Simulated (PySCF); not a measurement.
NICS in isomers of [C5H7P2]-.

Definitions: NICS(0) = −σiso at the ring centroid; NICS(1) = −σiso and NICS(1)zz = −σzz at ±1 Å along the ring normal z. Level: GIAO PBE0/pcSseg-1 (PySCF, non-relativistic, gas phase) on the GFN2-xTB geometries, one conformer each. Atom numbers follow the mapped SMILES.

Question: Order these rings by mean NICS(1)zz, lowest (most negative) first (ppm).
A. ring C3–P4–C5–C6–P7 in `[CH3:1][CH2:2][c:3]1[p:4][cH:5][cH:6][p-:7]1` (charge -1)
B. ring C2–P3–C4–P5–C6 in `[CH3:1][c:2]1[p:3][cH:4][p-:5][c:6]1[CH3:7]` (charge -1)
C. ring C2–C3–P4–C5–P7 in `[CH3:1][c:2]1[cH:3][p-:4][c:5]([CH3:6])[p:7]1` (charge -1)

Answer: A (-28.4), B (-27.0), C (-24.8).

```tsv
SMILES	ring	NICS(0)	NICS(1)	NICS(1)zz	HOMA	rms pucker (Å)	ring atoms with four or more neighbours
CCc1pcc[p-]1	5-membered ring with 2 P; formal bonds all aromatic	-11.2	-11.1	-28.4	0.79	0.00	0
Cc1pc[p-]c1C	5-membered ring with 2 P; formal bonds all aromatic	-10.4	-10.7	-27.0	0.79	0.00	0
Cc1c[p-]c(C)p1	5-membered ring with 2 P; formal bonds all aromatic	-9.8	-9.9	-24.8	0.76	0.00	0
```

NICS(0) gives the same order. The isotropic NICS(1) gives the same order. HOMA uses Krygowski's 1993 parameters. NICS(1) and NICS(1)zz are means over the two faces.
